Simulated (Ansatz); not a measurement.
CH$_{3}$F$_{3}$MoOS, SMILES `C[O][Mo]([F])([F])([F])=[S]`. Charge 0, multiplicity 1. Mo takes the def2 core potential.

Cartesian coordinates in Å:
```
C -1.0431 0.7885 -1.1149
O -0.0047 -0.0841 -0.7654
Mo 0.8079 -0.6527 0.7676
F 0.7619 1.1422 1.2660
F 0.7572 -0.9112 2.5924
F -0.1167 -2.2506 0.6751
S 2.7597 -1.0785 0.2060
H -0.9335 1.0515 -2.1685
H -0.9778 1.6912 -0.4989
H -2.0108 0.3036 -0.9593
```

Question: List the harmonic frequencies (cm⁻¹, unscaled) at PBE0-D4/def2-TZVP in Ansatz. (An estimate is asked.)

Answer: Ansatz gave: 40, 92, 125, 139, 203, 213, 265, 291, 311, 384, 563, 619, 655, 689, 706, 1138, 1160, 1181, 1456, 1476, 1484, 3031, 3112, 3132.

Question: Is this a minimum?

Answer: Yes, all 24 modes are real.

Question: Give the ideal-gas thermochemistry at 298.15 K and 1 bar (rigid rotor, harmonic oscillator; point group C1, symmetry number 1).

Answer: Zero-point energy 134.4 kJ/mol; H(298) − E = 161.2 kJ/mol; entropy 407.9 J/(mol·K), of which translation 175.9, rotation 121.4, vibration 110.6; G(298) − E = 39.6 kJ/mol. Modes under 100 cm⁻¹ are hindered rotations or soft bends, so the harmonic entropy is rough.

Question: And at 400, 500, 600, 800 and 1000 K?

Answer: 
```tsv
T (K)	H − E (kJ/mol)	S (J/mol/K)	G − E (kJ/mol)
400	175.6	449.3	-4.1
500	191.2	484.1	-50.8
600	208.0	514.6	-100.8
800	244.1	566.4	-209.1
1000	282.6	609.4	-326.8
```
